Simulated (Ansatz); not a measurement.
Two members of one family (Series LaX3), computed with Ansatz in the gas phase; def2 core potentials for La, no spin–orbit coupling. The two geometries come from different levels. The structures are stationary points that may keep the symmetry of their start.

First: LaBr3 (singlet, charge 0, PBE0-D4/def2-SVP geometry).

Cartesian coordinates in Å:
```
La -0.176 0.247 -0.074
Br -1.386 -1.629 -1.688
Br -0.709 0.150 2.627
Br 2.271 1.233 -0.865
```

```tsv
level	HOMO (eV)	LUMO (eV)	gap (eV)
PBE-D4/def2-SVP	-7.02	-3.57	3.46
r2SCAN-D4/def2-TZVPD	-7.46	-3.24	4.22
r2SCANh-D4/def2-TZVP	-7.91	-3.04	4.87
PBE0-D4/def2-TZVP	-8.37	-2.92	5.45
BHLYP-D4/def2-TZVP	-9.43	-2.40	7.03
```

Metal–donor distances: 3 × Br 2.75 Å.

Second: LaF3 (singlet, charge 0, PBE0-D4/def2-TZVP geometry).

```csv
atom,x (Å),y (Å),z (Å)
La1,0.0409,0.2699,0.2483
F2,1.0518,1.0352,-1.4801
F3,-2.0867,0.1037,0.0506
F4,0.9939,-1.4088,1.1811
```

Problem. Estimate the same table for the second.

Solution. 
```json
{"level": "PBE-D4/def2-SVP", "HOMO (eV)": "-7.73", "LUMO (eV)": "-2.70", "gap (eV)": "5.03"}
{"level": "r2SCAN-D4/def2-TZVPD", "HOMO (eV)": "-8.46", "LUMO (eV)": "-2.24", "gap (eV)": "6.23"}
{"level": "r2SCANh-D4/def2-TZVP", "HOMO (eV)": "-9.12", "LUMO (eV)": "-2.08", "gap (eV)": "7.04"}
{"level": "PBE0-D4/def2-TZVP", "HOMO (eV)": "-9.90", "LUMO (eV)": "-2.15", "gap (eV)": "7.75"}
{"level": "BHLYP-D4/def2-TZVP", "HOMO (eV)": "-11.78", "LUMO (eV)": "-1.76", "gap (eV)": "10.01"}
```

Metal–donor distances: 3 × F 2.14 Å.
